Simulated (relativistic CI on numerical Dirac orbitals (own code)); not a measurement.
## Co3+ in a cubic cluster: 3s photoemission with charge transfer

Computed with a charge-transfer multiplet model of a cubic metal-ligand cluster with up to 3 ligand holes, Slater and spin-orbit integrals from Dirac-Coulomb-Breit ions, Slater integrals scaled by 0.9. The ground state mixes d6 with configurations of k ligand holes L, whose averages lie at kΔ + k(k − 1)U_dd/2; a core hole lowers each added d electron by U_cd. 300 K, Lorentzian 1.4 eV and Gaussian 0.8 eV FWHM.

Atomic integrals in eV (Slater integrals scaled, ζ unscaled), ground: F2dd 11.345, F4dd 7.087, zeta_d 0.071; with the core hole: F2dd 12.266, F4dd 7.704, zeta_d 0.081, G2cd 12.140.

Cluster parameters (eV): Δ = 0, U_cd = 6.9, 10Dq = 0.35, 10Dq(ligand) = 1.4, V(eg) = 1.3, V(t2g) = -0.59, final-state hopping factor = 1.

```
         Case   n_d    d6   d7L  d8L2  d9L3     S
U_dd = 4.7 eV  6.45  0.58  0.40  0.03  0.00  2.00
U_dd = 5.4 eV  6.44  0.58  0.39  0.02  0.00  2.00
U_dd = 6.1 eV  6.43  0.59  0.39  0.02  0.00  2.00
U_dd = 6.8 eV  6.42  0.59  0.39  0.02  0.00  2.00
U_dd = 8.2 eV  6.41  0.60  0.38  0.01  0.00  2.00
```

Weights, n_d and S are thermal averages at 300 K. Binding energies count from the first peak over 30 % of the highest in each spectrum, which can be another peak from case to case. The parameters are a model scan and need not match a compound or its usual spin state. Peaks in eV (height, largest 100):
- U_dd = 4.7 eV: 0.0 (100), 3.6 (54), 8.0 (57), 12.3 (41), 14.7 (19), 19.7 (41)
- U_dd = 5.4 eV: 0.0 (100), 3.8 (45), 8.0 (50), 12.2 (32), 19.4 (38)
- U_dd = 6.1 eV: 0.0 (100), 4.0 (38), 8.6 (42), 12.0 (27), 19.1 (36)
- U_dd = 6.8 eV: 0.0 (100), 4.4 (34), 7.2 (35), 9.1 (42), 12.4 (22), 19.0 (35)
- U_dd = 8.2 eV: 0.0 (100), 6.4 (36), 9.5 (46), 13.3 (17), 18.7 (33)

Curve for U_dd = 5.4 eV (points under 2 left out, the grid thinned):

(E (eV), Intensity): (-3.6, 5.3), (-3.0, 7.3), (-2.4, 10.9), (-1.8, 18.1), (-1.2, 34.9), (-0.5, 78.2), (0.1, 99.4), (0.7, 69.6), (1.3, 41.3), (1.9, 28.2), (2.5, 25.9), (3.1, 34.3), (3.7, 44.3), (4.3, 40.5), (5.0, 33.9), (5.6, 31.3), (6.2, 28.8), (6.8, 32.4), (7.4, 42.5), (8.0, 49.8), (8.6, 44.7), (9.2, 32.7), (9.8, 23.3), (10.5, 20.6), (11.1, 22.9), (11.7, 28.2), (12.3, 31.5), (12.9, 27.4), (13.5, 22.7), (14.1, 19.2), (14.7, 14.8), (15.4, 11.1), (16.0, 10.0), (16.6, 9.5), (17.2, 9.2), (17.8, 10.9), (18.4, 18.2), (19.0, 33.0), (19.6, 36.7), (20.2, 21.9), (20.9, 9.7), (21.5, 5.6), (22.1, 3.7), (22.7, 2.7), (23.3, 2.0)

For the case U_dd = 6.1 eV, Δ = 0 eV is smaller than U_dd = 6.1 eV, the charge-transfer side of the Zaanen-Sawatzky-Allen scheme. With the core hole the average of the configuration with one ligand hole lies at Δ − U_cd = -6.9 eV before mixing: it lies below the unscreened one, so the lowest final states are mostly screened and the unscreened weight appears at higher binding energy as a satellite.

Without intra-shell correlation the exchange splitting of the 3s hole comes out too large.
